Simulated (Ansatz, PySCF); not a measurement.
This PySCF input computes a PBE/def2-TZVPD energy:

```python
from pyscf import gto, scf, dft

mol = gto.M(
    atom='''
    Si    1.20246624   -0.33920449   -0.22124673
    O     1.75137592   -0.10526372   -1.62564756
    Br   -0.88130099    0.15974207    0.46007527
    ''',
    basis='def2-tzvpd',
    charge=0,
    spin=1,
    verbose=4,
)

mf = dft.UKS(mol, xc='pbe').density_fit(auxbasis='def2-universal-jkfit')
mf.grids.level = 3
mf.conv_tol = 1e-9
mf.max_cycle = 100
mf.max_memory = 1500
mf.kernel()
if not mf.converged:
    mf = mf.newton()
    mf.kernel(mf.make_rdm1())
for _ in range(2):
    mo, _, stable, _ = mf.stability(return_status=True)
    if stable:
        break
    mf.kernel(mf.make_rdm1(mo, mf.mo_occ))
mf.analyze()
```

Write an input for the same energy in Ansatz (a quantum-chemistry and plane-wave program) and say what it gives.


Ansatz 0.2 input:
```yaml
crystal:
  periodic: [false, false, false]
  atoms:
    - {symbol: Si, position_ang: [1.20246624, -0.33920449, -0.22124673]}
    - {symbol: O, position_ang: [1.75137592, -0.10526372, -1.62564756]}
    - {symbol: Br, position_ang: [-0.88130099, 0.15974207, 0.46007527]}
basis:
  gaussian:
    orbitals: def2-TZVPD
hamiltonian:
  xc: {name: PBE}
magnetization: {spin_polarized: true, initial_magnetization: 1}
output: {forces: true}
```
It gives -2938.33013 Eh, and PySCF -2938.33018 Eh, a difference of 0.05 mEh, from the treatment of integrals and grids.

It need not be the lowest isomer of its formula.
